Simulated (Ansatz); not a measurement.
Start from `[Cl][GeH2][SeH]` and change one atom or group to get `[BH2][GeH2][Cl]`.

Ansatz, PBE0-D4/def2-TZVP geometries, multiplicity 1. Each molecule was computed in one conformer, which needn't be the lowest.

Scalar relativity is left out up to krypton. Spin–orbit coupling is left out; it splits and shifts lone-pair levels of the heavy atoms by tenths of an eV.

| property | `[Cl][GeH2][SeH]` |
| --- | --- |
| HOMO energy (B3LYP/def2-TZVPP) / eV | -7.04 |
| HOMO energy (ωB97M-V/def2-TZVPP) / eV | -9.45 |
| LUMO energy (PBE0/def2-TZVPP) / eV | -0.76 |
| LUMO energy (ωB97M-V/def2-TZVPP) / eV | 1.11 |
| HOMO–LUMO gap (PBE0/def2-TZVPP) / eV | 6.53 |
| HOMO–LUMO gap (ωB97M-V/def2-TZVPP) / eV | 10.57 |

Problem. Give the same properties after the change, and the shifts. (Estimate.)

Solution. The calculation gave: 
```tsv
property	`[BH2][GeH2][Cl]`	shift
HOMO energy (B3LYP/def2-TZVPP) / eV	-7.98	-0.94
HOMO energy (ωB97M-V/def2-TZVPP) / eV	-10.38	-0.93
LUMO energy (PBE0/def2-TZVPP) / eV	-2.82	-2.06
LUMO energy (ωB97M-V/def2-TZVPP) / eV	-0.85	-1.96
HOMO–LUMO gap (PBE0/def2-TZVPP) / eV	5.39	-1.14
HOMO–LUMO gap (ωB97M-V/def2-TZVPP) / eV	9.53	-1.04
```

With PBE0 the HOMO falls by 0.92 eV and the LUMO falls by 2.06 eV, so the gap narrows by about 1.14 eV. PBE moves the HOMO by -0.82 eV and ωB97M-V by -0.93 eV.

B3LYP here is the variant with VWN-RPA as its local correlation; programs differ in this.
